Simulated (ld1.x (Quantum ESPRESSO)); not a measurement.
# Rh: excitation energies, all-electron against PAW

```json
{"Element": "rhodium (Rh)", "Generator": "ld1.x (Quantum ESPRESSO) 7.5", "Type": "PAW", "Functional": "LDA (PZ)", "Relativity": "scalar-relativistic", "Frozen core": "[Ar] 3d10", "Valence charge": "17", "Reference configuration": "4s2 4p6 4d7 5s0 5p0 (charge +2)", "Partial waves": "4s (bound): rcut 1.25, rcutus 1.35 bohr; 5s (bound, empty): rcut 1.25, rcutus 1.35 bohr; 4p (bound): rcut 1.45, rcutus 1.60 bohr; 5p (bound, empty): rcut 1.45, rcutus 1.60 bohr; 4d (bound): rcut 2.15, rcutus 2.30 bohr; 4d channel at -1.5 Ry: rcut 2.15, rcutus 2.30 bohr", "Local potential": "all-electron potential smoothed inside 1.70 bohr (lloc = -1)", "Core correction": "Bessel-smoothed model core inside 0.80 bohr", "Augmentation charge": "BESSEL, radius 1.25 bohr"}
```

Energies are relative to the spin-unpolarised reference configuration 4s2 4p6 4d7 5s0 5p0; without spin polarisation the order of configurations can differ from experiment. Spin-polarised rows fill each open shell by Hund’s rule, majority spin first.

```json
{"valence configuration": "4s2 4p6 4d8 5s1 5p0", "charge": "0", "ΔE all-electron (eV)": "-27.558", "error AE − PS (meV)": "+16"}
{"valence configuration": "4s2 4p6 4d8 5s0 5p0", "charge": "+1", "ΔE all-electron (eV)": "-19.767", "error AE − PS (meV)": "+18"}
{"valence configuration": "4s2 4p6 4d6 5s0 5p0", "charge": "+3", "ΔE all-electron (eV)": "32.735", "error AE − PS (meV)": "+30"}
{"valence configuration": "4s2 4p6 4d7 5s1 5p1", "charge": "0", "ΔE all-electron (eV)": "-20.938", "error AE − PS (meV)": "+4.5"}
{"valence configuration": "4s1 4p6 4d8 5s1 5p0", "charge": "+1", "ΔE all-electron (eV)": "61.557", "error AE − PS (meV)": "-51"}
{"valence configuration": "4s2 4p6 4d5 5s0 5p0", "charge": "+4", "ΔE all-electron (eV)": "79.885", "error AE − PS (meV)": "+163"}
{"valence configuration": "4s2 4p6 4d7 5s1 5p0", "charge": "+1", "ΔE all-electron (eV)": "-16.216", "error AE − PS (meV)": "+3.3"}
{"valence configuration": "4s2 4p6 4d7 5s0 5p0 (spin-polarised)", "charge": "+2", "ΔE all-electron (eV)": "-1.414", "error AE − PS (meV)": "+1.8"}
{"valence configuration": "4s2 4p6 4d8 5s1 5p0 (spin-polarised)", "charge": "0", "ΔE all-electron (eV)": "-28.442", "error AE − PS (meV)": "+17"}
```

Levels in the configuration 4s2 4p6 4d7 5s1 5p0:

| level | all-electron (eV) | pseudo (eV) |
| --- | --- | --- |
| 4s | -94.265 | -94.276 |
| 4p | -62.108 | -62.110 |
| 4d | -16.911 | -16.909 |
| 5s | -12.488 | -12.489 |
